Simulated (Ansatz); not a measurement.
Cl2Se, charge +1, doublet, at a GFN2-xTB geometry (a state made from the parent by changing its charge; the spin is typed, not shown lowest), atoms displaced at random by about 0.02 Å a coordinate; HF/STO-3G run with Ansatz (a quantum-chemistry and plane-wave program).

Input for Ansatz:
Ansatz 0.2 input:
```yaml
crystal:
  periodic: [false, false, false]
  atoms:
    - {symbol: Se, position_ang: [0.01071013, -0.00945034, 0.65288994]}
    - {symbol: Cl, position_ang: [1.04646160, 1.25829715, -0.65263814]}
    - {symbol: Cl, position_ang: [-1.03263636, -1.27926441, -0.65237772]}
basis:
  gaussian:
    orbitals: STO-3G
hamiltonian:
  xc: hf
total_charge: 1
magnetization: {spin_polarized: true, initial_magnetization: 1}
relax: {}
```

Output, abridged:

```
Functional definition: HF
412 factors; integrals over basis functions are off by at most 4.9e-6 eV
mean field evaluation 1: about -89316.6146 eV, gradient 1.4e1 eV
mean field evaluation 2: about -89316.6476 eV, gradient 1.4e1 eV
mean field evaluation 4: about -89319.1440 eV, gradient 1.0e0 eV
mean field evaluation 8: about -89319.2022 eV, gradient 2.2e-5 eV
mean field -89319.20159620 eV, -3282.4201159311 hartree, gradient 1.5e-5 eV, S^2 0.761772; 0 other end points of the search recorded, 0 dependent functions left out
the calculation of the forces begins
reference -89319.20159620 eV, -3282.4201159311 hartree; 34, 33 occupied and 2, 3 virtual orbitals, 412 factors
relax step   1: F+E_penalty+E_count = -89319.20159620 eV  Δ(F+E_penalty+E_count) = +0.000e0 eV  max|allowed force component| = 3.135e0 eV/Å  Δτ_max = 0.0000 Å  (42 SCF iters, accepted)
these checks for a lower state are left out or cut short: starts, cluster_reference, orbital_swaps, neighbouring_geometries, increment
412 factors; integrals over basis functions are off by at most 5.1e-6 eV
mean field evaluation 16: about -89319.3847 eV, gradient 4.1e-2 eV
mean field -89319.38477330 eV, -3282.4268475654 hartree, gradient 3.9e-5 eV, S^2 0.810552; 0 other end points of the search recorded, 0 dependent functions left out
the calculation of the forces begins
reference -89319.38477330 eV, -3282.4268475654 hartree; 34, 33 occupied and 2, 3 virtual orbitals, 412 factors
relax step   2: F+E_penalty+E_count = -89319.38477330 eV  Δ(F+E_penalty+E_count) = -1.832e-1 eV  max|allowed force component| = 8.012e-1 eV/Å  Δτ_max = 0.0909 Å  (39 SCF iters, accepted)
these checks for a lower state are left out or cut short: starts, cluster_reference, orbital_swaps, neighbouring_geometries, increment
412 factors; integrals over basis functions are off by at most 5.0e-6 eV
mean field -89319.40464043 eV, -3282.4275776687 hartree, gradient 2.7e-5 eV, S^2 0.789614; 0 other end points of the search recorded, 0 dependent functions left out
the calculation of the forces begins
reference -89319.40464043 eV, -3282.4275776687 hartree; 34, 33 occupied and 2, 3 virtual orbitals, 412 factors
relax step   3: F+E_penalty+E_count = -89319.40464043 eV  Δ(F+E_penalty+E_count) = -1.987e-2 eV  max|allowed force component| = 1.576e-1 eV/Å  Δτ_max = 0.0181 Å  (38 SCF iters, accepted)
these checks for a lower state are left out or cut short: starts, cluster_reference, orbital_swaps, neighbouring_geometries, increment
412 factors; integrals over basis functions are off by at most 5.0e-6 eV
mean field evaluation 32: about -89319.4052 eV, gradient 2.0e-5 eV
mean field -89319.40524690 eV, -3282.4275999563 hartree, gradient 2.0e-5 eV, S^2 0.786268; 0 other end points of the search recorded, 0 dependent functions left out
the calculation of the forces begins
reference -89319.40524690 eV, -3282.4275999563 hartree; 34, 33 occupied and 2, 3 virtual orbitals, 412 factors
relax step   4: F+E_penalty+E_count = -89319.40524690 eV  Δ(F+E_penalty+E_count) = -6.065e-4 eV  max|allowed force component| = 2.478e-2 eV/Å  Δτ_max = 0.0074 Å  (32 SCF iters, accepted)
these checks for a lower state are left out or cut short: starts, cluster_reference, orbital_swaps, neighbouring_geometries, increment
412 factors; integrals over basis functions are off by at most 5.0e-6 eV
mean field -89319.40529641 eV, -3282.4276017756 hartree, gradient 2.6e-5 eV, S^2 0.786504; 0 other end points of the search recorded, 0 dependent functions left out
the calculation of the forces begins
reference -89319.40529641 eV, -3282.4276017756 hartree; 34, 33 occupied and 2, 3 virtual orbitals, 412 factors
relax step   5: F+E_penalty+E_count = -89319.40529641 eV  Δ(F+E_penalty+E_count) = -4.951e-5 eV  max|allowed force component| = 2.914e-4 eV/Å  Δτ_max = 0.0026 Å  (32 SCF iters, accepted)
412 factors; integrals over basis functions are off by at most 5.0e-6 eV
mean field evaluation 64: about -89317.0202 eV, gradient 7.7e-2 eV
mean field -89319.40529641 eV, -3282.4276017756 hartree, gradient 2.7e-5 eV, S^2 0.786504; 2 other end points of the search recorded, 0 dependent functions left out
the calculation of the forces begins
reference -89319.40529641 eV, -3282.4276017756 hartree; 34, 33 occupied and 2, 3 virtual orbitals, 412 factors
Total energy: -89319.40529641 eV, -3282.4276017756 hartree
Atom 0 at     0.009764    -0.010800     0.723651 Å, force    -0.000001    -0.000002     0.000291 eV/Å
Atom 1 at     1.064954     1.280967    -0.688764 Å, force     0.000065     0.000079    -0.000147 eV/Å
Atom 2 at    -1.050183    -1.300584    -0.687013 Å, force    -0.000064    -0.000077    -0.000144 eV/Å
Dipole moment:     0.000586    -0.000244     0.347802 e Å
```
